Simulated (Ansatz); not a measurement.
Consider the ligand exchange at a B–N bond: `CB(C)N[SiH3]` + `C=C=N` → `C=C=NB(C)C` + `N[SiH3]`.

Calculated with Ansatz (gas phase, PBE0-D4/def2-TZVP geometries, no zero-point term in ΔE). CBS: MP2 limit from def2 TZ/QZ plus the TZ coupled-cluster correction, frozen cores. This one scheme is used for every species. Functionals use def2-TZVPP. B3LYP here is the variant with VWN-RPA as its local correlation; programs differ in this. Each species was taken in one conformer, which may not be the lowest.

(1) Is it downhill or uphill in electronic energy at CCSD(T)/CBS, and by how much? (An estimate is asked.)

(2) What do these levels give: r2SCAN-D4, B3LYP-D4, ωB97X-V, ωB97M-V, B2PLYP, PBE, r2SCAN, HF/def2-TZVPP, CCSD/def2-TZVPP, SCS-MP2/def2-QZVPP, HF/CBS(def2), MP2/CBS(def2)? (An estimate is asked.)

Largest T1 diagnostic among the species: 0.015.

Results:

(1) Computed: Uphill: ΔE = +13.6 kJ/mol.

(2) Computed: r2SCAN-D4 5.8, B3LYP-D4 6.1, ωB97X-V 14.7, ωB97M-V 15.2, B2PLYP 5.1, PBE 1.3, r2SCAN 4.9, HF/def2-TZVPP 8.2, CCSD/def2-TZVPP 15.7, SCS-MP2/def2-QZVPP 10.3, HF/CBS(def2) 7.8, MP2/CBS(def2) 7.5 kJ/mol.

From PBE to PBE0 (25 % exact exchange), in def2-TZVPP and without D4, ΔE moves by +3.2 kJ/mol. The D4 term adds +5.7 kJ/mol with B3LYP and +3.0 kJ/mol with PBE0; it sums over pairs of atoms, weighted by their polarisabilities, and B3LYP, whose exchange is more repulsive, gets the larger term.
